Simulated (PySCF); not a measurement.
A GIAO shielding run with PySCF 2.14 (density fitting, non-relativistic, gas phase) on SMILES C=CC[Si@@H]1[SiH2][SiH2][Si@@H]1C, C$_{4}$H$_{14}$Si$_{4}$:

```
$ OMP_NUM_THREADS=1 python probes_run.py task.json out

{"job": {"kind": "nmr", "xc": "mPW1PW91", "basis": "pcSseg-1", "pop": false}, "charge": 0, "multiplicity": 1}
C      3.101551    -0.215631     1.497586
C      2.414805    -1.112921     0.785101
C      0.930972    -1.148916     0.641900
Si     0.360747    -0.518466    -1.070996
Si     0.770195     1.800827    -1.158728
Si    -1.266965     2.050383     0.010535
Si    -1.943893    -0.006695    -0.947571
C     -3.101750    -1.156781    -0.002254
H      4.193639    -0.228803     1.529275
H      2.594827     0.565497     2.074188
H      2.970979    -1.871274     0.218914
H      0.444169    -0.519731     1.406241
H      0.540426    -2.174044     0.763935
H      0.901383    -1.399838    -2.154134
H      2.025207     2.355556    -0.565355
H      0.597385     2.326837    -2.550737
H     -2.098175     3.275590    -0.202415
H     -1.034468     1.874254     1.482378
H     -2.470995     0.283068    -2.321870
H     -4.084218    -0.683963     0.148572
H     -2.680743    -1.397807     0.985274
H     -3.251551    -2.096723    -0.555348
```

Hardware: 1 thread of an Arm Neoverse V1, shared host. The job also computes ring-centre shieldings.

(1) How large is the calculation?

(2) How long does it take, and how much memory does it need?

(3) And these other runs on the same molecule and hardware: GIAO shielding at PBE0/pcSseg-1?

Results:

(1) 94 electrons, 234 basis functions and 1308 auxiliary functions.

(2) 44 s of wall time, with 12 SCF cycles and 5 response iterations; peak memory 1.2 GiB. Times on a shared host scatter by some tens of per cent.

(3) PBE0/pcSseg-1: 234 functions, 50 s.
